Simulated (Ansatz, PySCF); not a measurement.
This Ansatz (a first-principles code) input computes a CAM-B3LYP/def2-TZVPD energy:

Ansatz 0.2 input:
```yaml
crystal:
  periodic: [false, false, false]
  atoms:
    - {symbol: F, position_ang: [-0.84442754, -1.21264784, -0.50851344]}
    - {symbol: As, position_ang: [0.00430976, -0.00973490, 0.39902916]}
    - {symbol: F, position_ang: [1.47486281, -0.10210959, -0.50647003]}
    - {symbol: F, position_ang: [-0.64623773, 1.35045204, -0.44812347]}
basis:
  gaussian:
    orbitals: def2-TZVPD
hamiltonian:
  xc: {name: CAM-B3LYP}
output: {forces: true}
```

Q: Write an input for the same energy in PySCF and say what it gives.

A: 
```python
from pyscf import gto, scf, dft

mol = gto.M(
    atom='''
    F    -0.84442754   -1.21264784   -0.50851344
    As    0.00430976   -0.00973490    0.39902916
    F     1.47486281   -0.10210959   -0.50647003
    F    -0.64623773    1.35045204   -0.44812347
    ''',
    basis='def2-tzvpd',
    charge=0,
    spin=0,
    verbose=4,
)

mf = dft.RKS(mol, xc='camb3lyp').density_fit(auxbasis='def2-universal-jkfit')
mf.grids.level = 3
mf.conv_tol = 1e-9
mf.max_cycle = 100
mf.max_memory = 1500
mf.kernel()
if not mf.converged:
    mf = mf.newton()
    mf.kernel(mf.make_rdm1())
mf.analyze()
```
It gives -2535.69499 Eh, and Ansatz -2535.69493 Eh, a difference of 0.06 mEh, from the treatment of integrals and grids.
